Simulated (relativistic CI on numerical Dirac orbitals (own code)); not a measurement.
## Hyperfine structure of Nd³⁸⁺, mass number 143

Method of calculation: Dirac-Coulomb-Breit CI, separate exchange-only KLI orbitals for each configuration, model QED, unscaled Slater integrals (own radial code, finite nucleus).

Configurations in the expansion (outside the closed core [Ne]): 3s2 3p6 3d4, 3s2 3p5 3d5, 3s 3p6 3d5, 3s2 3p6 3d3 4s, 3s2 3p6 3d3 4p, 3s2 3p6 3d3 4d, 3s2 3p5 3d4 4s, 3s2 3p6 3d3 4f, 3s 3p6 3d4 4s, 3p6 3d5 4p, 3p6 3d6, 3p5 3d7, 3p5 3d6 4s, 3p6 3d5 4s, 3p5 3d5 4s2, 3s2 3p6 3d2 4s2, 3s2 3p6 3d 4s2 4p, 3s2 3p6 3d 4s2 4d. Double excitations out of closed p, d and f shells are left out; levels of such configurations are missing from the list, as are those of other unlisted configurations, and high levels can miss mixing partners.

Nuclear spin I = 7/2, μ = -1.065 μN, Q = -0.61 b (tables of Stone and Pyykkö). The electronic factors are computed for point nuclear moments, without core polarisation or the Bohr-Weisskopf and QED corrections.

```json
{"Level": "3s2 3p6 3d4 5D_1", "E (cm⁻¹)": "155484", "A (MHz)": "-61.5", "B (MHz)": "-6230"}
{"Level": "3s2 3p6 3d4 5D_2", "E (cm⁻¹)": "228632", "A (MHz)": "-5042", "B (MHz)": "-10300"}
{"Level": "3s2 3p6 3d4 3H_5", "E (cm⁻¹)": "429339", "A (MHz)": "-8202", "B (MHz)": "-15000"}
{"Level": "3s2 3p6 3d4 3H_6", "E (cm⁻¹)": "447630", "A (MHz)": "-8623", "B (MHz)": "-17600"}
{"Level": "3s2 3p6 3d4 3P_1", "E (cm⁻¹)": "450372", "A (MHz)": "-8641", "B (MHz)": "-800"}
{"Level": "3s2 3p6 3d4 3G_4", "E (cm⁻¹)": "479143", "A (MHz)": "-9278", "B (MHz)": "6400"}
```

Levels with J = 0, under 50 % of one LS term, or S terms without an open s electron are left out. Small factors come from cancelling terms and can be off by tens of per cent or more.

At this charge energies of transitions that change n are usually good to better than 1 %, and those within a shell (Δn = 0) to a few per cent. Terms inside the open d or f shell come out 10 to 20 % too wide with unscaled integrals.

Question: Give the hyperfine levels of 3s2 3p6 3d4 5D_2 relative to its centre of gravity.

Answer: With K = F(F + 1) − I(I + 1) − J(J + 1), E = AK/2 + B[¾K(K + 1) − I(I + 1)J(J + 1)]/[2I(2I − 1)J(2J − 1)]: F = 3/2: 39880, F = 5/2: 31850, F = 7/2: 18050, F = 9/2: -4082, F = 11/2: -37850 MHz.

LS names give the leading component of a level, which can be under half, so a name can repeat, a term be missing and a line seem to break the LS rules.
